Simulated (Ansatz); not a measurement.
CBF₂NO (`O=C=NB(F)F`), relaxed with RKS PBE-D4/def2-SVP in the Gaussian-basis code of Ansatz from a rough embedded geometry. The force threshold is 0.03 eV/Å; the program also tests the step.

Charge 0, multiplicity 1.

Start:

```xyz
6

O    -1.507   -0.495    2.056
C    -0.514   -0.108    1.335
N     0.497    0.301    0.638
B     0.459    0.192   -0.854
F     1.649    0.633   -1.608
F    -0.585   -0.523   -1.566
```

Question: How much energy does the relaxation release, and in how many steps? (An estimate is asked.)

Answer: Computed: 36.67 kcal/mol, in 10 steps.

Question: Which bonds change most? (Estimate.)

Answer: Ansatz gave: B4–F5 from 1.475 to 1.328 Å; B4–F6 from 1.453 to 1.330 Å; O1–C2 from 1.287 to 1.177 Å; C2–N3 from 1.294 to 1.212 Å.

Question: Give the relaxed structure. (Estimate.)

Answer: Computed: 
```xyz
6

O    -1.190   -0.307    2.398
C    -0.597   -0.130    1.397
N     0.062    0.081    0.402
B     0.448    0.108   -0.963
F     1.605    0.653   -1.320
F    -0.328   -0.405   -1.914
```
